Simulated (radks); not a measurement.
Question: The table gives one normalised radial function P(r) = r R(r) of S4+ in [He] 2s1 2p6 3s2 3p1 (r in bohr). Calculated with a radial shooting solver on a logarithmic mesh with Libxc functionals: scalar-relativistic Kohn-Sham, r2SCAN, spin-polarised, spherical densities, finite nucleus; open shells are filled with parallel spins first; meta-GGA in the generalised Kohn-Sham scheme; Fermi nuclear charge, rms radius 3.2611 fm.

r	P
0.01006	0.0130
0.01431	0.0252
0.02034	0.0483
0.02869	0.0896
0.0408	0.1644
0.05801	0.2907
0.08249	0.4882
0.1173	0.7644
0.1668	1.0926
0.2352	1.3755
0.3345	1.4802
0.4756	1.2792
0.6763	0.8252
0.9616	0.3597
1.356	0.0996
1.929	0.0134
2.743	0.0007
3.9	0.0000

Which n and l does it have? It may be an empty orbital.

Answer: n = 2, l = 1: the number of nodes gives n - l - 1 = 0, the rise at small r (about r^(l+1)) gives l, and the extent must fit the shell. The curve is that of 2p up; the table hardly tells the two spins apart. 2p up: eigenvalue -244.48 eV, 0 radial nodes, <r> = 0.426 bohr, 90 % of the charge inside 0.704 bohr.
